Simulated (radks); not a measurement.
The numbers below are computed, except where a source is named.
Problem. These are the eigenvalues of the occupied orbitals of an atom or ion with whole-number occupations (eV). Level of theory: Dirac Kohn-Sham, PBE, spin-unpolarised, spherical densities, finite nucleus; Fermi nuclear charge, rms radius of each element as measured or else 0.836 A^(1/3) + 0.57 fm (a radial shooting solver on a logarithmic mesh with Libxc functionals).

| orbital | eigenvalue |
|---|---|
| 1s1/2 | -15944.74 |
| 2s1/2 | -2170.859 |
| 2p1/2 | -1976.856 |
| 2p3/2 | -1908.447 |
| 3s1/2 | -347.6641 |
| 3p1/2 | -277.2096 |
| 3p3/2 | -266.7209 |
| 3d3/2 | -143.0903 |
| 3d5/2 | -141.2596 |
| 4s1/2 | -54.7052 |
| 4p1/2 | -37.3110 |
| 4p3/2 | -36.1285 |

Which element is it, and in what charge state? The configuration may be excited. Open shells, if any, are shared by 2j + 1.

Solution. Z = 38, strontium, charge +2: Sr2+ in [Kr]. The list shows which subshells hold electrons but not how many an open one holds; the 1s level, -585.96 hartree, gives Z - s = 34.2 by -(Z - s)^2/2, which with screening and relativity narrows Z to a few neighbours, and the depths of the outer levels then fix element, charge and occupations together.
